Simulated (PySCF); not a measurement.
selenium atom (Se), triplet. Base run: DF-B3LYP/cc-pVDZ run with PySCF.

Here is a job for PySCF.
```python
from pyscf import gto, scf, dft

mol = gto.Mole()
mol.atom = '''
    Se    0.00000000    0.00000000    0.00000000
'''
mol.basis = 'cc-pvdz'
mol.spin = 2
mol.verbose = 5
mol.build()

mf = dft.UKS(mol)
mf.xc = 'b3lyp'
mf = mf.density_fit(auxbasis='def2-universal-jkfit')
mf.kernel()
```

Variants of this job, named by their change:

| change | basis functions | E (Eh) | HOMO (eV) |
|---|---|---|---|
| base | 27 | -2401.49753 | -6.43 |
| basis = pcseg-0 | 22 | -2398.62392 | -6.15 |
| basis = 3-21G | 22 | -2390.14633 | -6.06 |
| basis = 6-31G | 27 | -2401.16123 | -6.47 |
| basis = pc-1 | 27 | -2401.44847 | -6.52 |
| basis = def2-SV(P) | 32 | -2401.23017 | -6.39 |
| basis = def2-SVP | 32 | -2401.23017 | -6.39 |
| basis = 6-31G* | 32 | -2401.22683 | -6.56 |
| basis = aug-cc-pVDZ | 36 | -2401.50035 | -6.66 |
| basis = cc-pVTZ | 43 | -2401.57021 | -6.69 |
| basis = def2-TZVPP | 48 | -2401.52570 | -6.68 |
| basis = def2-TZVP | 48 | -2401.52570 | -6.68 |
| basis = aug-cc-pVTZ | 59 | -2401.57058 | -6.73 |

Totals compare only among sets that treat the same electrons; sets with core potentials leave the core out.

Open shells are given as the SCF converged; they aren't shown to be the lowest states, and a large step between rows can be another state.
